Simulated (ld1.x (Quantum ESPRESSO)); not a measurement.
**Logarithmic derivatives: neodymium (Nd), ultrasoft**

ld1.x (Quantum ESPRESSO) 7.5 input, shortened:

```
&input
   title='Nd', zed=60., rel=2, dft='PZ', iswitch=3,
   config='[Xe] 4f4 5d0.5 6s1.5 6p0', rel_dist='average'
 /
 &inputp
   pseudotype=3, tm=.true., lloc=-1, rcloc=1.70,
   nlcc=.false.,
   which_augfun='PSQ', rmatch_augfun_nc=.true.
 /
8
5S  1  0   2.00   0.00  2.50  2.85  0.0
6S  2  0   1.50   0.00  2.50  2.85  0.0
5P  2  1   6.00   0.00  2.30  3.00  0.0
6P  3  1   0.00   0.00  2.30  3.00  0.0
5D  3  2   0.50   0.00  2.20  2.75  0.0
5D  3  2   0.00   2.55  2.20  2.75  0.0
4F  4  3   4.00   0.00  0.75  0.80  0.0
4F  4  3   0.00   1.20  0.75  0.80  0.0
 &test
   configts(1)='4f4 5s2 5p6 5d0.5 6s1.5 6p0'
 /
```

Open shells are filled in proportion to 2j + 1 (rel_dist='average').

The phase is arctan(r·u′/u) with u = r·R(r), unwrapped; energies in Ry, scanned from -5 to 5 Ry. A pole is an energy at which the radial function vanishes at the test radius. The pseudo phase is shifted by a multiple of π to meet the all-electron one at the reference energy, and phase errors are pseudo minus all-electron; the curves can meet again beyond the range given. Levels narrower than the energy grid can be missing from the lists of poles.

Problem. For each channel, where are the poles, and over which energies does the pseudopotential scatter like the atom?

Solution.

| channel | radius (bohr) | reference energy (Ry) | poles, all-electron | poles, pseudo | unbroken range about the reference energy with phases within 0.05 rad | phase error 1 Ry above the reference energy (rad) |
| --- | --- | --- | --- | --- | --- | --- |
| s | 3.24 | -0.25 | -2.89, 2.03 | -2.89, 0.78, 4.91 | -3.0 to 0.0 | -0.265 |
| p1/2 | 3.24 | -0.10 | -1.64, 2.93 | -1.69, 1.79 | -1.4 to 0.3 | -0.354 |
| p3/2 | 3.24 | -0.08 | -1.38, 3.20 | -1.92, -1.39, 1.90 | -1.6 to 0.4 | -0.520 |
| d3/2 | 3.24 | -0.13 | 0.52 | 0.52 | the whole range | +0.001 |
| d5/2 | 3.24 | -0.12 | 0.56 | 0.56 | the whole range | +0.001 |
| f5/2 | 3.24 | -0.11 | -0.07, 2.92 | -0.07, 2.92 | the whole range | +0.000 |
| f7/2 | 3.24 | -0.09 | -0.04, 2.94 | -0.04, 2.94 | the whole range | +0.000 |

The ghost test of this file was not conclusive. Its overlap operator is not positive definite in a basis up to 400 Ry (lowest eigenvalue s -0.03, p1/2 -0.44, p3/2 -0.38, d3/2 -0.01), so the file is unfit for use: the generalised eigenproblem breaks down once the basis is large enough, and its test numbers describe a broken file.

Phases in the p3/2 channel:

| E (Ry) | all-electron | pseudo |
| --- | --- | --- |
| -5.00 | 1.423 | 4.569 |
| -4.48 | 1.412 | 4.561 |
| -3.96 | 1.399 | 4.550 |
| -3.44 | 1.382 | 4.538 |
| -2.92 | 1.357 | 4.522 |
| -2.40 | 1.312 | 4.510 |
| -1.88 | 1.148 | 0.379 |
| -1.36 | -1.587 | -1.599 |
| -0.84 | -1.780 | -1.790 |
| -0.32 | -1.893 | -1.895 |
| 0.20 | -2.099 | -2.107 |
| 0.72 | -2.818 | -3.181 |
| 1.24 | -4.099 | -4.433 |
| 1.76 | -4.470 | -4.676 |
| 2.28 | -4.602 | -4.788 |
| 2.80 | -4.673 | -4.881 |
| 3.32 | -4.723 | -5.002 |
| 3.84 | -4.765 | -5.238 |
| 4.36 | -4.810 | -5.944 |
| 4.88 | -4.867 | -7.052 |
